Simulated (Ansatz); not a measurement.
Atom: silicon atom, Si, net charge 0, triplet state.

Computed values are from Ansatz (a quantum-chemistry and plane-wave program). Correlated levels leave the core frozen unless marked. UHF or UKS for open shells. Spin-orbit coupling is left out. No relativistic terms. CBS(X,Y): correlation extrapolated as X^-3; Hartree-Fock from the larger set (for Q and 5 zeta extrapolated as (X+1)exp(-9√X)).

### Question
What is the ionisation energy (to the doublet) at CCSD(T)/CBS(aug-cc-pV(T+d)Z,aug-cc-pV(Q+d)Z)?

### Answer
8.15 eV.

### Question
What is the T1 diagnostic at CCSD/cc-pV(5+d)Z?

### Answer
0.013.

### Question
What is the total energy at CCSD(T)/CBS(cc-pV(Q+d)Z,cc-pV(5+d)Z)?

### Answer
-288.9401 Eh.

### Question
What is the electron affinity (to the quartet; negative means unbound) at CCSD(T)/CBS(aug-cc-pV(T+d)Z,aug-cc-pV(Q+d)Z)?

### Answer
1.42 eV.
